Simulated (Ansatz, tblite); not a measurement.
Forces on the cluster Al₄As₄ at its PBE0-D4/def2-SVP geometry. Charge 0, multiplicity 1.

The xTB rows come from tblite. The structure comes from a short search, and lower isomers may exist.

GFN1-xTB (tblite), largest force 0.65 eV/Å:

```xyz
8
positions Å, forces eV/Å
Al   -0.482   -1.271   -1.534    0.035    0.092    0.110
Al    0.523    1.442   -1.359   -0.038   -0.104    0.098
Al   -0.523   -1.442    1.359    0.038    0.104   -0.098
Al    0.482    1.271    1.534   -0.035   -0.091   -0.110
As   -0.027   -3.077   -0.182    0.111   -0.637   -0.036
As   -1.020    0.191    2.903   -0.313    0.080    0.561
As   -0.937    0.533   -2.888   -0.297    0.146   -0.557
As    1.985    2.353    0.168    0.499    0.411    0.031
```

GFN2-xTB (tblite), largest force 0.90 eV/Å:

```
Al 0.068 0.181 0.218
Al -0.074 -0.205 0.193
Al 0.074 0.205 -0.193
Al -0.068 -0.181 -0.218
As 0.204 -0.879 -0.049
As -0.477 0.128 0.757
As -0.455 0.217 -0.750
As 0.728 0.534 0.042
```

PBE-D4/def2-TZVP (Ansatz), largest force 0.40 eV/Å:

```
Al 0.030 0.079 0.096
Al -0.033 -0.090 0.085
Al 0.033 0.090 -0.085
Al -0.030 -0.079 -0.096
As 0.091 -0.387 -0.022
As -0.211 0.057 0.333
As -0.201 0.096 -0.330
As 0.321 0.235 0.019
```
